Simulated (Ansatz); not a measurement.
Basis sets compared for Zn₄H₁₄S₄. The state is a singlet with charge 0. Geometry PBE-D4/def2-SVP. Ansatz on 2 threads of AMD EPYC 7R13 on a shared host and a share (18 GiB) of an NVIDIA H100 80GB HBM3; times are rough, and most runs start from earlier orbitals.

```tsv
atom	x (Å)	y (Å)	z (Å)
Zn1	-0.258	-2.792	-0.797
S2	1.863	-0.339	-1.410
Zn3	-1.136	1.048	-2.467
S4	-1.627	-0.700	-0.752
S5	-0.116	2.324	0.398
Zn6	1.772	0.758	0.822
Zn7	-2.525	0.062	1.453
S8	0.536	-1.007	2.066
H9	-1.057	-3.914	-1.544
H10	1.083	-2.365	-0.026
H11	2.618	0.642	-2.002
H12	2.969	-1.098	-1.117
H13	0.310	1.587	-2.033
H14	-2.333	1.143	-3.471
H15	-2.777	-1.193	-1.284
H16	0.663	3.282	-0.202
H17	-0.045	2.944	1.620
H18	3.095	1.324	1.439
H19	-4.019	-0.390	1.590
H20	-1.274	0.825	2.107
H21	1.643	-1.774	2.333
H22	0.613	-0.368	3.278
```

Single mean-field runs in def2-TZVP are fitted with def2-universal-jkfit. In the singlet geometry the species has come apart into loosely held pieces.

Binding counts from free atoms (Zn singlet, S triplet, H doublet) in the same basis, without a counterpoise term.

```json
{"level": "PBE-D4/def2-SVP", "functions": "266", "energy (Eh)": "-8715.3741", "HOMO (eV)": "-5.70", "LUMO (eV)": "-1.23", "binding per atom (eV)": "2.19", "wall time": "1.7 s"}
{"level": "PBE0-D4/def2-SVP", "functions": "266", "energy (Eh)": "-8715.6366", "HOMO (eV)": "-6.87", "LUMO (eV)": "-0.36", "binding per atom (eV)": "2.17", "wall time": "1.9 s"}
```

Problem. Estimate the rows for PBE-D4/def2-TZVP (with forces), PBE0-D4/def2-TZVP.

Solution. 
| level | functions | energy (Eh) | HOMO (eV) | LUMO (eV) | binding per atom (eV) | wall time |
| --- | --- | --- | --- | --- | --- | --- |
| PBE-D4/def2-TZVP (with forces) | 424 | -8717.0100 | -6.04 | -1.80 | 2.16 | 2.5 s |
| PBE0-D4/def2-TZVP | 424 | -8717.2208 | -7.16 | -1.01 | 2.15 | 2 s |
